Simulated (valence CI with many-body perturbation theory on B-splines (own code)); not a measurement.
**E1 line list for Pb⁶⁶⁺**

Method: configuration interaction combined with many-body perturbation theory (CI+MBPT): six valence electrons over a frozen Dirac-Fock core [Ne], a basis of 9 s, 9 p, 8 d, 6 f, 3 g, 1 h functions for each j, with the one-electron correlation potential Σ1 (screened to all orders), the two-electron term Σ2, the three-electron term Σ3, Breit, model QED; selected single and double excitations, second order for the rest, scaled by the run's own slope (own B-spline code, finite nucleus).

No measured spectrum was set against this ion. As an estimate, large intervals hold to a few tenths of a per cent, small ones and those within an open d or f shell to about a per cent. Among the levels kept, up to 1200 cm⁻¹ of a level comes from second order outside the variational space, and about a tenth of that is noise between levels of different J, which matters for small intervals.

Lines 1 to 50 of 132 in falling wavelength, among levels below 8169.8 × 10³ cm⁻¹, chosen from the strongest by gf and those to the six lowest levels. Wavelengths and rates use the calculated energies. Electric multipoles are in the length gauge with retardation, E1 and E2 with the static RPA response of the core. Weak lines are less certain than strong ones. Lines between different terms over intervals too small for the method are left out, as are lines whose strength nearly cancels. The highest levels of a list are the least certain.

Levels are named by their leading jj configuration (3d3/2^4 stands for four electrons in 3d with j = 3/2), which in mixed levels can hold well under half, so a name can repeat and another be missing. Letters in brackets count levels of one name in rising energy.

```csv
λ vac (Å),Upper,Lower,A (s⁻¹),S (a.u.)
106.4,(3s^2 3p1/2^2 3d3/2^2) J=2,(3s^2 3p1/2^2 3p3/2 3d5/2) J=3,2.99e+07,8.89e-05
101.2,(3s^2 3p1/2 3p3/2^2 3d5/2) J=3 [a],(3s^2 3p1/2^2 3d5/2^2) J=4,8.34e+06,2.98e-05
90.63,(3s^2 3p1/2 3p3/2^2 3d5/2) J=4 [b],(3s^2 3p1/2^2 3d5/2^2) J=4,1.57e+07,5.20e-05
90.38,(3s^2 3p1/2^2 3d3/2^2) J=2,(3s^2 3p1/2^2 3p3/2 3d5/2) J=2,1.80e+07,3.29e-05
89.05,(3s^2 3p1/2 3p3/2^3) J=2,(3s^2 3p1/2^2 3p3/2 3d5/2) J=1,6.49e+06,1.13e-05
88.50,(3s^2 3p1/2 3p3/2^2 3d5/2) J=5,(3s^2 3p1/2^2 3d5/2^2) J=4,6.09e+06,2.29e-05
87.05,(3s^2 3p1/2 3p3/2^2 3d3/2) J=4,(3s^2 3p1/2^2 3d3/2 3d5/2) J=4,1.42e+07,4.17e-05
81.66,(3s^2 3p1/2 3p3/2^2 3d3/2) J=3 [a],(3s^2 3p1/2^2 3d3/2 3d5/2) J=3,5.70e+06,1.07e-05
77.35,(3s^2 3p1/2 3p3/2^2 3d3/2) J=4,(3s^2 3p1/2^2 3d3/2 3d5/2) J=3,4.76e+06,9.78e-06
76.26,(3s^2 3p1/2 3p3/2^3) J=1,(3s^2 3p1/2^2 3p3/2 3d5/2) J=2,1.52e+07,9.98e-06
71.60,(3s^2 3p1/2 3p3/2^3) J=2,(3s^2 3p1/2^2 3p3/2 3d5/2) J=2,3.54e+07,3.21e-05
71.24,(3s^2 3p1/2 3p3/2^2 3d3/2) J=3 [b],(3s^2 3p1/2^2 3d3/2 3d5/2) J=4,9.11e+06,1.14e-05
65.74,(3s^2 3p1/2 3p3/2^2 3d3/2) J=2 [c],(3s^2 3p1/2^2 3d3/2 3d5/2) J=2,1.45e+07,1.01e-05
61.63,(3s^2 3p1/2 3p3/2^2 3d3/2) J=2 [c],(3s^2 3p1/2^2 3d3/2 3d5/2) J=3,1.41e+07,8.12e-06
60.10,(3s 3p1/2^2 3p3/2^3) J=2,(3s^2 3p1/2 3p3/2^3) J=2,1.60e+10,8.54e-03
57.16,(3s 3p1/2^2 3p3/2^3) J=2,(3s^2 3p1/2 3p3/2^3) J=1,2.31e+10,1.07e-02
54.37,(3s 3p1/2^2 3p3/2^3) J=1,(3s^2 3p1/2 3p3/2^3) J=2,3.46e+10,8.23e-03
51.95,(3s 3p1/2^2 3p3/2^3) J=1,(3s^2 3p1/2 3p3/2^3) J=1,1.23e+10,2.55e-03
51.17,(3s 3p1/2^2 3p3/2^3) J=2,(3s^2 3p1/2^2 3d3/2^2) J=2,5.35e+07,1.77e-05
50.34,(3s^2 3p1/2 3p3/2^2 3d3/2) J=2 [a],(3s^2 3p1/2 3p3/2^3) J=2,3.89e+09,1.23e-03
49.49,(3s^2 3p1/2 3p3/2^2 3d3/2) J=1 [a],(3s^2 3p1/2 3p3/2^3) J=2,3.68e+10,6.60e-03
48.56,(3s^2 3p1/2^2 3d3/2 3d5/2) J=2,(3s^2 3p1/2^2 3p3/2 3d5/2) J=1,9.39e+09,2.65e-03
48.56,(3s^2 3p1/2 3p3/2^2 3d3/2) J=3 [a],(3s^2 3p1/2 3p3/2^3) J=2,4.14e+09,1.64e-03
48.48,(3s^2 3p1/2^2 3p3/2 3d3/2) J=1,(3s^2 3p1/2^2 3p3/2^2) J=0,7.60e+09,1.28e-03
48.42,(3s^2 3p1/2^2 3d3/2 3d5/2) J=3,(3s^2 3p1/2^2 3p3/2 3d5/2) J=3,5.55e+09,2.18e-03
48.26,(3s^2 3p1/2 3p3/2^2 3d3/2) J=2 [a],(3s^2 3p1/2 3p3/2^3) J=1,1.65e+09,4.58e-04
48.06,(3s^2 3p1/2 3p3/2^2 3d3/2) J=1 [a],(3s^2 3p1/2^2 3d3/2^2) J=0,5.80e+07,9.53e-06
47.92,(3s^2 3p1/2 3p3/2^2 3d3/2) J=0,(3s^2 3p1/2 3p3/2^3) J=1,2.04e+10,1.11e-03
47.78,(3s^2 3p1/2 3p3/2^2 3d5/2) J=3 [a],(3s^2 3p1/2^2 3d3/2 3d5/2) J=2,2.33e+07,8.77e-06
47.48,(3s^2 3p1/2 3p3/2^2 3d3/2) J=1 [a],(3s^2 3p1/2 3p3/2^3) J=1,1.38e+08,2.19e-05
47.44,(3s^2 3p1/2^2 3d3/2 3d5/2) J=1,(3s^2 3p1/2^2 3p3/2 3d5/2) J=1,3.78e+09,5.98e-04
46.96,(3s 3p1/2^2 3p3/2^3) J=1,(3s^2 3p1/2^2 3d3/2^2) J=2,3.15e+07,4.82e-06
46.21,(3s^2 3p1/2^2 3p3/2 3d3/2) J=2,(3s^2 3p1/2^2 3p3/2^2) J=2,1.22e+10,2.98e-03
46.19,(3s^2 3p1/2 3p3/2^2 3d5/2) J=4 [b],(3s^2 3p1/2^2 3d3/2 3d5/2) J=4,9.23e+07,4.04e-05
46.16,(3s^2 3p1/2^2 3d3/2 3d5/2) J=2,(3s^2 3p1/2^2 3p3/2 3d5/2) J=3,8.00e+09,1.94e-03
46.00,(3s^2 3p1/2^2 3d3/2^2) J=2,(3s^2 3p1/2^2 3p3/2 3d3/2) J=3,1.09e+10,2.61e-03
45.96,(3s^2 3p1/2^2 3d3/2^2) J=2,(3s^2 3p1/2^2 3p3/2 3d3/2) J=1,1.33e+10,3.18e-03
45.63,(3s^2 3p1/2 3p3/2^2 3d5/2) J=5,(3s^2 3p1/2^2 3d3/2 3d5/2) J=4,3.33e+08,1.72e-04
45.57,(3s^2 3p1/2 3p3/2^2 3d5/2) J=3 [a],(3s^2 3p1/2^2 3d3/2 3d5/2) J=3,3.63e+07,1.19e-05
45.51,(3s^2 3p1/2 3p3/2^2 3d5/2) J=1,(3s^2 3p1/2^2 3d3/2 3d5/2) J=1,7.36e+07,1.03e-05
45.26,(3s^2 3p1/2^2 3d3/2 3d5/2) J=4,(3s^2 3p1/2^2 3p3/2 3d5/2) J=3,6.27e+09,2.58e-03
45.08,(3s^2 3p1/2 3p3/2^2 3d5/2) J=0,(3s^2 3p1/2^2 3d3/2 3d5/2) J=1,3.71e+08,1.68e-05
44.81,(3s^2 3p1/2^2 3d3/2 3d5/2) J=3,(3s^2 3p1/2^2 3p3/2 3d5/2) J=2,1.05e+10,3.25e-03
44.54,(3s^2 3p1/2^2 3p3/2 3d3/2) J=1,(3s^2 3p1/2^2 3p3/2^2) J=2,2.00e+10,2.62e-03
44.53,(3s^2 3p1/2 3p3/2^2 3d5/2) J=1,(3s^2 3p1/2^2 3d3/2 3d5/2) J=2,3.83e+07,5.00e-06
44.49,(3s^2 3p1/2^2 3p3/2 3d3/2) J=3,(3s^2 3p1/2^2 3p3/2^2) J=2,3.32e+09,1.01e-03
44.32,(3s^2 3p1/2 3p3/2^2 3d3/2) J=2 [b],(3s^2 3p1/2 3p3/2^3) J=2,5.05e+09,1.09e-03
44.30,(3s^2 3p1/2^2 3d3/2^2) J=2,(3s^2 3p1/2^2 3p3/2 3d3/2) J=2,1.41e+10,3.03e-03
43.92,(3s^2 3p1/2 3p3/2^2 3d3/2) J=2 [a],(3s^2 3p1/2^2 3d3/2^2) J=2,3.22e+07,6.73e-06
43.42,(3s^2 3p1/2^2 3d3/2 3d5/2) J=3,(3s^2 3p1/2^2 3p3/2 3d5/2) J=4,7.01e+09,1.98e-03
```
